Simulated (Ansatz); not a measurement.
# The atomisation energy (no zero-point term) down a group: C to Ge

All atoms of one element are swapped for its congeners: C2H3F3 (1,1,1-trifluoroethane) `CC(F)(F)F`; Si(SiH3)F3; Ge(GeH3)F3. All are singlets with charge 0.

Shapes, held fixed at every level: PBE0-D4/def2-TZVP. Programs: Ansatz 0.2.0. Values in eV.

Q: How should the atomisation energy change along the series?

A: At CCSD(T)/def2-TZVPP the atomisation energy falls at every step, from 32.15 to 26.26 eV. Every level shows the same order. Relativity is left out for Ge unless named. Correlated rows may include outer-core shells of Ge, which these sets cover unevenly. Spin-orbit coupling, which grows down the group, is left out (summed over each molecule's free atoms 0.06, 0.09, 0.29 eV).

```csv
level,C2H3F3,Si(SiH3)F3,Ge(GeH3)F3
HF/def2-TZVPP,23.60,23.56,18.84
SPW92/def2-TZVPP,39.12,35.05,30.94
B3LYP-D4/def2-TZVPP,32.81,30.79,26.23
r2SCAN0-D4/def2-TZVPP,32.39,30.43,25.97
wB97M-V/def2-TZVPP,33.12,31.03,26.38
wB97X-V/def2-TZVPP,33.09,31.21,26.84
CCSD(T)/def2-TZVPP,32.15,30.31,26.26
```
